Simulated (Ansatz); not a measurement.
Steps of a relaxation of CH$_{5}$ClFPSi, SMILES `C[Si](F)(P)Cl` with RKS PBE0-D4/def2-TZVP.

```sh
$ ansatz run in.yaml --threads 4 --pin off --events-out ev --progress --plain --max-ram 10444MiB
```

```yaml
crystal:
  periodic: [false, false, false]
  atoms:
    - {symbol: C, position_ang: [-0.935928, -1.223379, 0.166620]}
    - {symbol: Si, position_ang: [0.463424, -0.092654, -0.328297]}
    - {symbol: F, position_ang: [1.812376, -0.551829, 0.487471]}
    - {symbol: P, position_ang: [-0.005335, 2.094654, 0.003244]}
    - {symbol: Cl, position_ang: [0.879716, -0.331019, -2.352441]}
    - {symbol: H, position_ang: [-0.674134, -2.276804, -0.059046]}
    - {symbol: H, position_ang: [-1.141224, -1.136201, 1.252957]}
    - {symbol: H, position_ang: [-1.858315, -0.963313, -0.389513]}
    - {symbol: H, position_ang: [0.172910, 1.961409, 1.429020]}
    - {symbol: H, position_ang: [1.369510, 2.468035, -0.207015]}
basis:
  gaussian: {orbitals: def2-TZVP}
hamiltonian: {xc: pbe0, dispersion: d4}
relax: {f_tol: 0.005, max_steps: 150}
```

Positions (Å) and forces (eV/Å) along the path, 8 of 8 steps:

```xyz
10
step=1 energy=-33516.2981 eV
C    -0.936   -1.223    0.167   -0.107   -0.155    0.041
Si    0.463   -0.093   -0.328    0.757   -0.330    0.316
F     1.812   -0.552    0.487   -1.092    0.367   -0.689
P    -0.005    2.095    0.003    0.535   -0.223    0.306
Cl    0.880   -0.331   -2.352   -0.081    0.051    0.531
H    -0.674   -2.277   -0.059   -0.121    0.505    0.112
H    -1.141   -1.136    1.253    0.110   -0.031   -0.515
H    -1.858   -0.963   -0.390    0.446   -0.109    0.253
H     0.173    1.961    1.429   -0.067    0.025   -0.392
H     1.370    2.468   -0.207   -0.379   -0.100    0.035
10
step=2 energy=-33516.3515 eV
C    -0.932   -1.221    0.165   -0.010    0.034    0.024
Si    0.451   -0.086   -0.322    0.592   -0.315    0.332
F     1.791   -0.543    0.475   -0.672    0.233   -0.366
P     0.005    2.086    0.005    0.142   -0.041    0.143
Cl    0.872   -0.325   -2.317   -0.010    0.010    0.018
H    -0.667   -2.262   -0.058   -0.019    0.154    0.028
H    -1.137   -1.135    1.239    0.017   -0.017   -0.142
H    -1.843   -0.966   -0.388    0.115   -0.038    0.078
H     0.176    1.948    1.417   -0.023    0.034   -0.131
H     1.366    2.454   -0.212   -0.132   -0.054    0.016
10
step=3 energy=-33516.3622 eV
C    -0.925   -1.208    0.166    0.043    0.002   -0.078
Si    0.459   -0.093   -0.338    0.015   -0.031    0.234
F     1.771   -0.533    0.464   -0.029   -0.010   -0.069
P    -0.001    2.064    0.017   -0.020    0.082   -0.087
Cl    0.879   -0.328   -2.329   -0.002    0.008   -0.020
H    -0.660   -2.245   -0.046   -0.010   -0.076   -0.004
H    -1.127   -1.112    1.234    0.006    0.017    0.044
H    -1.832   -0.960   -0.385   -0.047   -0.001   -0.023
H     0.164    1.948    1.424    0.012   -0.056    0.006
H     1.355    2.416   -0.204    0.032    0.064   -0.003
10
step=4 energy=-33516.3655 eV
C    -0.927   -1.214    0.166    0.001    0.029   -0.015
Si    0.457   -0.092   -0.322   -0.008    0.006    0.004
F     1.769   -0.544    0.468    0.027   -0.004    0.013
P     0.005    2.074    0.009   -0.026   -0.014   -0.001
Cl    0.873   -0.321   -2.317    0.008   -0.012   -0.040
H    -0.662   -2.252   -0.049    0.006   -0.018   -0.002
H    -1.133   -1.122    1.234   -0.008   -0.001    0.022
H    -1.834   -0.965   -0.388   -0.014    0.000   -0.006
H     0.175    1.938    1.414    0.003    0.020    0.025
H     1.358    2.446   -0.211    0.011   -0.004    0.000
10
step=5 energy=-33516.3657 eV
C    -0.926   -1.214    0.165    0.000    0.010   -0.008
Si    0.458   -0.093   -0.324    0.005   -0.010    0.010
F     1.772   -0.545    0.466    0.000    0.004   -0.005
P     0.004    2.074    0.011   -0.001   -0.008   -0.001
Cl    0.874   -0.324   -2.320   -0.001    0.002   -0.001
H    -0.662   -2.252   -0.048   -0.001   -0.001    0.001
H    -1.133   -1.120    1.234   -0.003   -0.001    0.002
H    -1.834   -0.965   -0.389    0.000   -0.001    0.001
H     0.174    1.944    1.417    0.000    0.004    0.001
H     1.357    2.444   -0.209    0.000    0.002   -0.001
10
step=6 energy=-33516.3657 eV
C    -0.926   -1.214    0.165    0.007    0.002   -0.002
Si    0.459   -0.093   -0.323    0.001    0.003    0.004
F     1.774   -0.542    0.465   -0.002   -0.005   -0.002
P     0.004    2.073    0.011   -0.002   -0.009    0.000
Cl    0.873   -0.324   -2.320   -0.001    0.000    0.001
H    -0.664   -2.253   -0.048    0.001    0.002    0.002
H    -1.135   -1.121    1.234    0.001    0.000    0.000
H    -1.833   -0.963   -0.389   -0.004    0.000   -0.004
H     0.174    1.943    1.417    0.000    0.004    0.002
H     1.357    2.443   -0.209    0.000    0.002   -0.001
10
step=7 energy=-33516.3657 eV
C    -0.926   -1.214    0.165    0.001    0.001    0.000
Si    0.459   -0.094   -0.323   -0.002    0.000    0.000
F     1.774   -0.544    0.465    0.000   -0.002    0.001
P     0.004    2.072    0.011    0.001   -0.006    0.001
Cl    0.873   -0.324   -2.320   -0.001    0.002    0.001
H    -0.663   -2.252   -0.047    0.000    0.001    0.001
H    -1.135   -1.120    1.234    0.000    0.000    0.000
H    -1.833   -0.964   -0.390    0.000    0.000   -0.001
H     0.173    1.945    1.418    0.000    0.002    0.000
H     1.356    2.444   -0.209    0.000    0.002   -0.001
10
step=8 energy=-33516.3658 eV
C    -0.926   -1.214    0.165   -0.002   -0.001    0.000
Si    0.460   -0.094   -0.323    0.000    0.001   -0.001
F     1.774   -0.546    0.464    0.001    0.000    0.001
P     0.004    2.072    0.012    0.002   -0.001    0.003
Cl    0.872   -0.323   -2.320    0.000    0.001    0.001
H    -0.662   -2.252   -0.046    0.000   -0.001    0.000
H    -1.136   -1.119    1.233   -0.001    0.001   -0.001
H    -1.832   -0.965   -0.392    0.002    0.000    0.001
H     0.174    1.946    1.419    0.000    0.000   -0.002
H     1.356    2.445   -0.209   -0.001    0.001   -0.001
```

It took 39 s on 4 threads of an Arm Neoverse V1 on a shared host, with 0.6 GiB of host memory at the peak.
